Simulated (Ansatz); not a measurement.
Counterpoise correction, worked out

The pair of Br⁻ (SMILES [Br-], atom 1) and CH4 (SMILES C, atoms 2–6), both closed shells, in one local arrangement (a lower one may exist), relaxed at PBE0-D4/def2-TZVPD:

| atom | x (Å) | y (Å) | z (Å) |
| --- | --- | --- | --- |
| Br1 | -0.2338 | 0.0002 | -3.2699 |
| C2 | 0.0465 | 0.0000 | 0.6522 |
| H3 | -0.4107 | 0.9059 | 1.0551 |
| H4 | 1.0985 | -0.0321 | 0.9427 |
| H5 | -0.0345 | -0.0001 | -0.4393 |
| H6 | -0.4661 | -0.8738 | 1.0594 |

Ansatz 0.2.0; basis: def2-TZVPPD; cores frozen in the correlated methods. Filled d shells of the heavier atoms are correlated. The def2 sets are not built for correlating such inner shells, so the correlated values are less sure here.

CCSD(T) total energies in eV:

| system | geometry | basis functions | energy |
| --- | --- | --- | --- |
| pair | pair | all | -71109.61842 |
| Br⁻ | as in the pair | all (partner as ghosts) | -70009.10963 |
| CH4 | as in the pair | all (partner as ghosts) | -1100.41376 |
| Br⁻ | as in the pair | its own | -70009.07907 |
| CH4 | as in the pair | its own | -1100.41140 |
| Br⁻ | free (PBE0-D4 minimum) | its own | -70009.07907 |
| CH4 | free (PBE0-D4 minimum) | its own | -1100.41235 |

Work out the interaction energy with and without the counterpoise correction, the superposition error, and the binding energy from the relaxed fragments.

Without correction: -71109.61842 − (-70009.07907) − (-1100.41140) = -0.12795 eV.
With correction (each fragment in the whole basis): -71109.61842 − (-70009.10963) − (-1100.41376) = -0.09503 eV = -2.19 kcal/mol.
The superposition error is the difference, 0.03292 eV, 26 % of the uncorrected value: each fragment borrows its partner's functions.
Deformation from the free shapes: 0.00000 eV for Br⁻ and 0.00095 eV for CH4.
Binding energy from relaxed fragments: -0.09503 + 0.00000 + 0.00095 = -0.09408 eV = -2.17 kcal/mol (electronic, without zero-point energy; negative means bound). For comparison, the corrected interaction energy by CCSD(T) at an estimated basis limit (MP2 extrapolated from triple and quadruple zeta, plus CCSD(T) − MP2 in triple zeta) is -0.111 eV; triple zeta with the correction binds less.

T1 diagnostic: at most 0.008.

For scale, one of the runs: CCSD(T)/def2-TZVPPD, 162 basis functions (an equivalent command: `ansatz run in.yaml --threads 2`). The run took 37 s on 2 CPU threads (shared host), with 1.2 GiB of host memory at its peak.
